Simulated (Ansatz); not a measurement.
Ansatz (a quantum-chemistry and plane-wave program) input (wB97X-V/def2-TZVP):

Ansatz 0.2 input:
```yaml
crystal:
  periodic: [false, false, false]
  atoms:
    - {symbol: Sn, position_ang: [0.00310420, -0.00192177, 0.34435198]}
    - {symbol: F, position_ang: [0.69626342, 1.27270737, -0.95581460]}
    - {symbol: F, position_ang: [-0.71350896, -1.26203088, -0.95725199]}
basis:
  gaussian:
    orbitals: def2-TZVP
hamiltonian:
  xc: {name: wB97X-V}
relax: {f_tol: 0.003, max_steps: 100}
```

Output:

```
Functional definition: wB97X-V
integrals: 0.05 GiB planned
744 factors; their error is unknown
integrals: 0.08 GiB planned
160 factors; integrals over basis functions are off by at most 1.6e-5 eV
mean field: 0.43 GiB planned
mean field evaluation 1: about -11262.5883 eV, gradient 5.5e1 eV
mean field evaluation 2: about -11257.6002 eV, gradient 8.6e1 eV
mean field evaluation 4: about -11267.6316 eV, gradient 7.4e-1 eV
mean field evaluation 8: about -11267.7078 eV, gradient 1.8e-2 eV
mean field evaluation 16: about -11267.7078 eV, gradient 2.0e-5 eV
mean field -11267.70776111 eV, -414.0806226941 hartree, gradient 2.0e-5 eV, S^2 0.000000; 0 other end points of the search recorded, 0 dependent functions left out
the calculation of the forces begins
reference -11267.70775939 eV, -414.0806226308 hartree; 20, 20 occupied and 92, 92 virtual orbitals, 744 factors
relax step   1: F+E_penalty+E_count = -11267.70776111 eV  Δ(F+E_penalty+E_count) = +0.000e0 eV  max|allowed force component| = 4.738e-1 eV/Å  Δτ_max = 0.0000 Å  (29 SCF iters, accepted)
these checks for a lower state are left out or cut short: starts, cluster_reference, orbital_swaps, neighbouring_geometries, increment
integrals: 0.05 GiB planned
744 factors; their error is unknown
integrals: 0.08 GiB planned
160 factors; integrals over basis functions are off by at most 1.6e-5 eV
mean field: 0.43 GiB planned
mean field -11267.71467746 eV, -414.0808768653 hartree, gradient 9.2e-6 eV, S^2 0.000000; 0 other end points of the search recorded, 0 dependent functions left out
the calculation of the forces begins
reference -11267.71467574 eV, -414.0808768023 hartree; 20, 20 occupied and 92, 92 virtual orbitals, 744 factors
relax step   2: F+E_penalty+E_count = -11267.71467746 eV  Δ(F+E_penalty+E_count) = -6.916e-3 eV  max|allowed force component| = 6.930e-2 eV/Å  Δτ_max = 0.0185 Å  (34 SCF iters, accepted)
these checks for a lower state are left out or cut short: starts, cluster_reference, orbital_swaps, neighbouring_geometries, increment
integrals: 0.05 GiB planned
744 factors; their error is unknown
integrals: 0.08 GiB planned
160 factors; integrals over basis functions are off by at most 1.6e-5 eV
mean field: 0.43 GiB planned
mean field evaluation 32: about -11267.7148 eV, gradient 9.6e-6 eV
mean field -11267.71482579 eV, -414.0808823163 hartree, gradient 9.6e-6 eV, S^2 0.000000; 0 other end points of the search recorded, 0 dependent functions left out
the calculation of the forces begins
reference -11267.71482407 eV, -414.0808822533 hartree; 20, 20 occupied and 92, 92 virtual orbitals, 744 factors
relax step   3: F+E_penalty+E_count = -11267.71482579 eV  Δ(F+E_penalty+E_count) = -1.483e-4 eV  max|allowed force component| = 9.452e-4 eV/Å  Δτ_max = 0.0033 Å  (34 SCF iters, accepted)
integrals: 0.05 GiB planned
744 factors; their error is unknown
integrals: 0.08 GiB planned
160 factors; integrals over basis functions are off by at most 1.6e-5 eV
mean field: 0.43 GiB planned
mean field -11267.71482579 eV, -414.0808823163 hartree, gradient 1.2e-5 eV, S^2 0.000000; 1 other end points of the search recorded, 0 dependent functions left out
the calculation of the forces begins
reference -11267.71482407 eV, -414.0808822533 hartree; 20, 20 occupied and 92, 92 virtual orbitals, 744 factors
Total energy: -11267.71482407 eV, -414.0808822533 hartree
Atom 0 at     0.003092    -0.001914     0.343024 Å, force     0.000009    -0.000005     0.000945 eV/Å
Atom 1 at     0.685657     1.253623    -0.955161 Å, force     0.000308     0.000564    -0.000472 eV/Å
Atom 2 at    -0.702890    -1.242954    -0.956577 Å, force    -0.000317    -0.000559    -0.000473 eV/Å
Dipole moment:     0.007004    -0.004336     0.776997 e Å
```
